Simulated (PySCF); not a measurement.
C4H12O4Si, SMILES CO[Si](OC)(OC)OC. Heavy atoms are numbered as in [CH3:1][O:2][Si:3]([O:4][CH3:5])([O:6][CH3:7])[O:8][CH3:9]. Hydrogens are named by the atom that carries them.

Coordinates come from a PBE0-D3(BJ)/def2-SVP optimisation. The isomer is the one that the SMILES or the coordinates give; other isomers of the formula were not compared. The values are those of a single conformer.

These are PBE0/pcSseg-1 run with PySCF values and carry that method's errors.

GIAO shieldings, no solvent; atoms alike by connectivity are averaged. δ = σ(ref) − σ: ¹³C against TMS (σ = 186.3 ppm); ¹⁷O against H2O (σ = 334.2 ppm); ²⁹Si against TMS (σ = 352.7 ppm); ¹H against TMS (σ = 31.56 ppm), references at their B3LYP-D3(BJ)/def2-TZVP geometries, non-relativistic.

Task: Estimate the chemical shifts. (An estimate is asked for; the answer gives what the named calculation found.)

Result: 
```json
[
 {"nucleus": "¹³C", "atoms": "C1 (CH3)", "count": "4", "δ (ppm)": "54.4"},
 {"nucleus": "¹⁷O", "atoms": "O2", "count": "4", "δ (ppm)": "17.9"},
 {"nucleus": "²⁹Si", "atoms": "Si3", "count": "1", "δ (ppm)": "-81.0"},
 {"nucleus": "¹H", "atoms": "H on C1", "count": "12", "δ (ppm)": "3.86"}
]
```
